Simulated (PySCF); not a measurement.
C2H5AlBrF, SMILES [Al]([Br])([CH2]C)[F]. Atoms are numbered in the order given.

```xyz
10

Al    -0.2451    -0.5087    -0.1124
F     -0.5052    -1.9140     0.7434
Br     0.8062     1.1554     0.9929
C     -0.8267    -0.3353    -1.9602
C     -1.5056    -1.5684    -2.5755
H      0.0604    -0.0367    -2.5494
H     -1.4942     0.5457    -2.0036
H     -2.4122    -1.8558    -2.0194
H     -0.8386    -2.4453    -2.5740
H     -1.8058    -1.3868    -3.6209
```

Coordinates come from a B3LYP-D3(BJ)/def2-SVP optimisation. The structure was generated by enumeration; whether it is a known compound was not checked. Other conformers were not sampled.

Two levels are set side by side: PBE/pcSseg-1 (PySCF) and B3LYP/pcSseg-1 (PySCF). GIAO shifts against CFCl3 (¹⁹F), TMS (¹H), TMS (¹³C) at the same level; non-relativistic, no solvent, atoms listed together averaged. Without spin–orbit terms, shifts of atoms bonded to Cl or Br come out too high at both levels. Differences are taken from unrounded values.

```csv
quantity,B3LYP
δ(¹⁹F) of F2 (ppm),-137.7
δ(¹³C) of C4 (ppm),7.4
δ(¹³C) of C5 (ppm),13.0
"δ(¹H) of H6, H7 (ppm)",0.89
```

Task: What does PBE give, and how far is it from B3LYP? (An estimate is asked for; the answer gives what the named calculation found.)

Result: 
| quantity | PBE | PBE minus B3LYP |
|---|---|---|
| δ(¹⁹F) of F2 (ppm) | -143.5 | -5.8 |
| δ(¹³C) of C4 (ppm) | 8.8 | 1.4 |
| δ(¹³C) of C5 (ppm) | 12.7 | -0.2 |
| δ(¹H) of H6, H7 (ppm) | 1.00 | 0.11 |

Rough cost on one machine, each run with all the roots and properties that it gave: B3LYP against PBE within a factor of 2.
